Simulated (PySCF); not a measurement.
**Electric field gradients and quadrupole coupling constants**

CH11NSi3.
SMILES with atom numbers: `[NH2:1][Si@@H:2]([SiH3:3])[CH2:4][SiH3:5]` (hydrogens: H6, H7 on N1; H8 on Si2; H9, H10, H11 on Si3; H12, H13 on C4; H14, H15, H16 on Si5)

Structure used (PBE0-D3(BJ)/def2-SVP), in Å, numbered top down from 1:
```xyz
16
CH11NSi3 angstrom
N     -1.639   -1.372   -1.362
Si    -0.436   -0.244   -0.819
Si    -1.597    1.511    0.224
C      0.885   -0.940    0.341
Si     2.242    0.254    0.864
H     -2.349   -1.697   -0.716
H     -1.399   -2.098   -2.028
H      0.262    0.270   -2.040
H     -0.678    2.609    0.659
H     -2.311    1.003    1.442
H     -2.620    2.086   -0.703
H      0.395   -1.334    1.249
H      1.362   -1.801   -0.161
H      1.677    1.366    1.688
H      3.287   -0.446    1.675
H      2.903    0.852   -0.337
```

Field gradients from the PBE0/pcSseg-1 density (PySCF, non-relativistic), principal values in atomic units, ordered |Vxx| ≤ |Vyy| ≤ |Vzz|:

```
atom     Vxx     Vyy      Vzz
  N1  0.3533  0.6285  -0.9818
```

Q: Find the asymmetry η = (Vxx − Vyy)/Vzz and the couplings χ = eQV/h (234.96 MHz × Q in barn × V in au), with Q(14N) = 0.02044 b.

A: 
| atom | environment | nucleus | η | χzz (MHz) | χxx (MHz) | χyy (MHz) |
| --- | --- | --- | --- | --- | --- | --- |
| N1 | silicon-bound nitrogen | 14N | 0.28 | -4.715 | 1.697 | 3.019 |

Q: What is Vzz at N1 in SI units (1 au = 9.71736 × 10²¹ V/m²)?

A: -0.9818 au = -9.541 × 10²¹ V/m².

Were the hydrogens deuterons (Q(2H) = 0.00286 b), χzz would run from 93 kHz (H8, H14, H16, H15 and 1 more) to 277 kHz (H7 and H6).

One conformer (not necessarily the lowest) at the PBE0-D3(BJ)/def2-SVP geometry, without solvent, vibrations or thermal averaging. With a basis this small, the couplings can be 20 % off.
